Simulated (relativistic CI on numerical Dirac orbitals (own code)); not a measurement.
**Au⁵⁺: L2,3 absorption edge**

Computed with this model: Dirac-Coulomb-Breit CI, orbitals from a KLI potential per configuration, QED by a radiative potential, multiplet model of core-to-valence dipole absorption, unscaled Slater integrals; configurations [Xe] 4f14 5d6 → [He] 2s2 2p5 3s2 3p6 3d10 4s2 4p6 4d10 4f14 5s2 5p6 5d7; 10 K; Lorentzian 5 eV and Gaussian 1 eV FWHM. Energies are those of the free ion, without screening or charge transfer. The branching ratio is the share of the lower-energy edge in the whole absorption, uncertain by about 0.02 where the edges overlap. S is read from ⟨S²⟩ = S(S + 1).

Computed curve for free ion, scaled to 100 at the maximum (points under 2 are left out and the grid is thinned):

Energy (eV), Intensity and a bar:
```
  11902.0        2.0 
  11903.0        2.2 
  11903.5        2.4 
  11904.5        2.7 
  11905.5        3.0 
  11906.0        3.2 
  11907.0        3.7 #
  11908.0        4.2 #
  11908.5        4.6 #
  11909.5        5.4 #
  11910.5        6.4 #
  11911.0        7.0 ##
  11912.0        8.6 ##
  11913.0       10.7 ###
  11913.5       12.1 ###
  11914.5       15.7 ####
  11915.5       21.1 ######
  11916.5       29.3 #########
  11917.0       35.1 ##########
  11918.0       51.0 ###############
  11919.0       72.5 ######################
  11919.5       83.4 #########################
  11920.5       98.2 ##############################
  11921.5       98.0 ##############################
  11922.0       92.8 ############################
  11923.0       76.0 #######################
  11924.0       56.5 #################
  11924.5       47.6 ##############
  11925.5       33.5 ##########
  11926.5       24.0 #######
  11927.0       20.5 ######
  11928.0       15.3 ####
  11929.0       11.8 ###
  11929.5       10.4 ###
  11930.5        8.4 ##
  11931.5        6.9 ##
  11932.0        6.2 #
  11933.0        5.2 #
  11934.0        4.5 #
  11934.5        4.1 #
  11935.5        3.6 
  11936.5        3.1 
  11937.0        2.9 
  11938.0        2.6 
  11939.0        2.3 
  11940.0        2.1 
  13731.0        2.1 
  13732.0        2.9 
  13733.0        4.2 #
  13733.5        5.1 #
  13734.5        7.4 ##
  13735.5        9.8 ##
  13736.0       10.5 ###
  13737.0       10.1 ###
  13738.0        8.1 ##
  13738.5        7.1 ##
  13739.5        5.1 #
  13740.5        3.7 #
  13741.0        3.1 
  13742.0        2.2
```

The ground state has S = 1.84, and the centroid lies at 12084.29 eV.
